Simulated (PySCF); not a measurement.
## Mass spectrum arithmetic for `C#Cc1c[c]c(N)c(F)c1`

Species: `C#Cc1c[c]c(N)c(F)c1` [radical].

Calculated for natural abundance.

(1) Find the molar and monoisotopic masses of C8H5FN.

(2) Work out the cluster of the singly charged cation M+, one line a nominal mass.

(3) Resolve the fine structure: one atom at a time replaced by a minor isotope.

(4) What share of all molecules is the monoisotopic species?

(5) Elemental analysis, calculated?

(6) Protons, neutrons, electrons, and exact less nominal mass of the monoisotopic species?

## Answers

(1) For C8H5FN, with standard atomic weights, 8 × 12.011 + 1 × 14.007 + 1 × 18.998 + 5 × 1.008 = 134.133 g/mol. From the most abundant isotopes (12C, 14N, 19F, 1H), 8 × 12.000000 + 1 × 14.003074 + 1 × 18.998403 + 5 × 1.007825 = 134.0406 u.

(2) 
```
nominal mass  m/z (centroid)  relative intensity
         134        134.0401               100.0
         135        135.0432                 9.1
         136        136.0462                 0.4
```

Cut off at 0.1 %. One electron mass, 0.00055 u, is taken off.

(3) Intensity in % of the monoisotopic species:

```tsv
isotope	mass shift (u)	m/z	intensity (%)
15N	+0.99703	135.0371	0.37
13C	+1.00335	135.0434	8.65
2H	+1.00628	135.0463	0.06
```

Species under 0.02 % are left out.

(4) 0.9893^8 × 0.99632 × 1 × 0.999885^5 = 91.36 %.

(5) C 71.64 %, N 10.44 %, F 14.16 %, H 3.76 %.

(6) 69 protons, 65 neutrons and 69 electrons; 134.0406 − 134 = +0.0406 u.
